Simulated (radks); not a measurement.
Problem. These are the eigenvalues of the occupied orbitals of an atom or ion with whole-number occupations (Ry). Method: non-relativistic Kohn-Sham, TPSS, spin-polarised, spherical densities, point nucleus; meta-GGA in the generalised Kohn-Sham scheme; computed with a radial shooting solver on a logarithmic mesh with Libxc functionals.

| orbital | eigenvalue |
|---|---|
| 1s up | -230.0761 |
| 1s down | -230.0598 |
| 2s up | -22.83258 |
| 2s down | -22.82025 |
| 2p up | -17.97113 |
| 2p down | -17.95157 |
| 3s up | -2.75803 |
| 3s down | -2.66476 |
| 3p up | -1.67667 |
| 3p down | -1.59162 |

Which element is it, and in what charge state? The configuration may be excited. Open shells, if any, are filled with parallel spins first.

Solution. Z = 18, argon, charge +1: Ar+ in [Ne] 3s2 3p5. The list shows which subshells hold electrons but not how many an open one holds; the 1s level, -115.04 hartree, gives Z - s = 15.2 by -(Z - s)^2/2, which with screening narrows Z to a few neighbours, and the depths of the outer levels then fix element, charge and occupations together.
